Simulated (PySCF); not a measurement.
Gas-phase reaction: MoO₃ + N₂O + Cl₂ → MoO₂Cl₂ + 2 NO

Energies from PySCF (xtb for GFN2), thermal terms from the rigid-rotor harmonic-oscillator model, ideal gas at 1 bar. † marks an energy on the PBE0/def2-TZVP geometry and frequencies; other levels use their own. CCSD(T) freezes the core. Open shells (unrestricted): NO (multiplicity 2); the rest are closed-shell singlets. GFN2 has no spin-polarisation term. Spin-orbit splitting is ignored; it lowers the true energy and changes the entropy of NO. Mo: scalar-relativistic def2 core potential, no spin-orbit coupling. CCSD(T) isn't extrapolated to the basis-set limit. Strong static correlation: MoO₃. Warning, large T1 diagnostic: MoO₂Cl₂, MoO₃ (CCSD(T)/def2-TZVPP†).

```json
[
 {"level": "BLYP/def2-TZVP†", "ΔH°(298 K), kJ": "(withheld)"},
 {"level": "CCSD(T)/def2-TZVPP†", "ΔH°(298 K), kJ": "(withheld)"},
 {"level": "GFN2-xTB", "ΔH°(298 K), kJ": "122"},
 {"level": "M06-2X/def2-TZVP†", "ΔH°(298 K), kJ": "-201"},
 {"level": "PBE/def2-SVP", "ΔH°(298 K), kJ": "-146"},
 {"level": "PBE0/def2-TZVP", "ΔH°(298 K), kJ": "-181"},
 {"level": "r2SCAN/def2-TZVP†", "ΔH°(298 K), kJ": "-173"},
 {"level": "LDA/def2-TZVP†", "ΔH°(298 K), kJ": "(withheld)"},
 {"level": "ωB97M-V/def2-TZVP†", "ΔH°(298 K), kJ": "(withheld)"},
 {"level": "ωB97X-V/def2-TZVP†", "ΔH°(298 K), kJ": "-218"}
]
```

**Question.** Some entries are withheld; supply them.

**Answer.** 
- BLYP/def2-TZVP†, ΔH°(298 K), kJ: -142
- CCSD(T)/def2-TZVPP†, ΔH°(298 K), kJ: -202
- LDA/def2-TZVP†, ΔH°(298 K), kJ: -85
- ωB97M-V/def2-TZVP†, ΔH°(298 K), kJ: -207
